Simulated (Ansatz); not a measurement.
A nudged elastic band was laid between two geometries of AlB$_{2}$H$_{7}$OSi (12 atoms, charge 0, multiplicity 1).

The calculation used Ansatz 0.2.0, RKS PBE/cc-pVDZ.

```json
{
 "movable images": "7",
 "climbing image": "yes",
 "spring": "5.0 eV/Å²",
 "optimiser": "quadratic models (default)",
 "start path": "through a guess of the saddle point",
 "force threshold": "0.05 eV/Å",
 "iteration limit": "60",
 "end points": "relaxed"
}
```

Initial state:

```xyz
12
Properties=species:S:1:pos:R:3
B -1.065 0.252 2.535
O -0.221 0.653 1.563
B 0.594 0.989 0.538
Si 1.255 -0.436 -0.754
Al -0.444 -0.649 -2.536
H -0.594 -0.050 3.614
H -2.253 0.219 2.278
H 0.852 2.173 0.401
H 2.590 -0.029 -1.341
H 1.415 -1.769 -0.052
H -1.717 -1.610 -2.312
H -0.336 0.201 -3.899
```

Final state:

```xyz
12
Properties=species:S:1:pos:R:3
B -1.029 0.542 2.659
O -0.423 -0.117 1.605
B 0.398 0.494 0.664
Si 1.232 -0.624 -0.799
Al -0.340 -0.556 -2.710
H -0.847 1.737 2.814
H -1.725 -0.134 3.390
H 0.539 1.707 0.702
H 2.535 0.004 -1.247
H 1.479 -2.060 -0.390
H -1.369 -1.768 -2.964
H -0.372 0.722 -3.689
```

(1) What changes between the two ends?

(2) Give the energies along the band, and the barrier.

(3) What is the geometry of the highest image?

## Answers

(1) No bond is made or broken.

(2) It converged. The highest image is number 7 of 0 to 8, 4.0 kcal/mol above the first end and 0.1 kcal/mol above the last; the last end lies 3.9 kcal/mol above the first. The top lies less than 8 meV above the higher end, about what the thresholds resolve: that end is a shoulder or a very shallow well. A vibrational analysis at the climbing image gives one clearly imaginary mode, 113i cm⁻¹: a first-order saddle point.

```csv
image,path coordinate (Å),energy (kcal/mol)
0,0.00,0.0
1,0.52,0.0
2,1.04,0.0
3,1.56,0.0
4,2.08,0.5
5,2.60,1.9
6,3.12,3.5
7,3.64,4.0
8,4.36,3.9
```

(3) 
```xyz
12
Properties=species:S:1:pos:R:3
B -1.001 0.509 2.705
O -0.521 -0.002 1.517
B 0.335 0.591 0.603
Si 1.226 -0.557 -0.805
Al -0.327 -0.635 -2.729
H -0.497 1.507 3.186
H -1.916 -0.099 3.224
H 0.460 1.807 0.612
H 2.518 0.089 -1.258
H 1.511 -1.965 -0.326
H -1.290 -1.907 -2.945
H -0.420 0.606 -3.751
```

The run took 13 min on 2 threads of Arm Neoverse V1, with other jobs on the host, peak memory 0.16 GiB.
